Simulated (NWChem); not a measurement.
# Pb, triplet

All runs: NWChem. Spin-unrestricted. Medium grid unless said otherwise, to which SCAN and Minnesota functionals are sensitive. The open p shell is one determinant without spherical averaging. No stability test was run on the SCF state. def2 effective core potentials on Pb; no spin-orbit coupling. B3LYP is NWChem's, with the RPA form of VWN correlation.

**Question.** Among these, which level gives the highest value of “highest occupied level (eV)”?
A) B3LYP/def2-SVP
B) MN15-L/def2-SVP
C) MN15/def2-SVP
D) M06-2X/def2-SVP

**Answer.** B, MN15-L/def2-SVP. Values: M06-2X/def2-SVP -5.63; MN15/def2-SVP -5.20; B3LYP/def2-SVP -4.47; MN15-L/def2-SVP -3.84
